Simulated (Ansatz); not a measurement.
Ansatz (a quantum-chemistry and plane-wave program) input:

Ansatz 0.2 input:
```yaml
crystal:
  periodic: [false, false, false]
  atoms:
    - {symbol: Br, position_ang: [2.12521054, -1.05376337, -0.30439747]}
    - {symbol: C, position_ang: [0.38152169, -0.33431720, -0.11180157]}
    - {symbol: C, position_ang: [0.12365410, 0.89384275, 0.35841581]}
    - {symbol: Se, position_ang: [-1.67937006, 1.32940442, 0.43613511]}
    - {symbol: C, position_ang: [-1.96353383, -0.40259968, -0.26068728]}
    - {symbol: C, position_ang: [-0.80253637, -1.07168193, -0.46376397]}
    - {symbol: H, position_ang: [-2.96545519, -0.75209500, -0.45043676]}
    - {symbol: H, position_ang: [-0.75296495, -2.07740113, -0.85722346]}
basis:
  gaussian:
    orbitals: def2-TZVPD
hamiltonian:
  xc: {name: B3LYP}
magnetization: {spin_polarized: true, initial_magnetization: 1}
output: {forces: true}
```

What final total energy does it print?

-5129.33801 Eh (B3LYP/def2-TZVPD). The basis has 280 functions.

It need not be the lowest isomer of its formula.
